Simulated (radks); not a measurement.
Valence configurations of the vanadium ion V2+ (all share [Ar]). Method: scalar-relativistic Kohn-Sham, LDA (Slater exchange, Perdew-Wang correlation), spin-polarised, spherical densities, point nucleus; open shells are filled with parallel spins first; computed with a radial shooting solver on a logarithmic mesh with Libxc functionals. Energies are relative to 3d3; eigenvalues in eV for spin up.

| valence | E (eV) | moment (Bohr magnetons) | e(3d) | e(4p) | e(4s) |
|---|---|---|---|---|---|
| 3d3 | 0.000 | 3 | -22.535 | - | - |
| 3d2.5 4s0.5 | 2.405 | 3 | -25.137 | - | -19.666 |
| 3d2.5 4p0.5 | 4.998 | 3 | -25.653 | -14.814 | - |
| 3d2 4s1 | 5.521 | 3 | -27.872 | - | -20.844 |
| 3d2 4s0.5 4p0.5 | 8.215 | 3 | -28.382 | -15.758 | -21.146 |
| 3d2 4p1 | 10.910 | 3 | -28.887 | -16.038 | - |
| 3d1 4s1.5 4p0.5 | 18.123 | 2 | -34.263 | -17.256 | -23.050 |
| 3d1 4s1 4p1 | 20.172 | 3 | -34.779 | -17.757 | -23.597 |
| 3d1 4p2 | 26.030 | 3 | -35.736 | -18.228 | - |
| 4s1 4p2 | 39.784 | 3 | - | -19.845 | -26.165 |

NIST lists [Ar] 3d3 as the ground configuration; this level of theory agrees among the configurations tried. The energies are those of spherical high-spin densities, not of single terms.
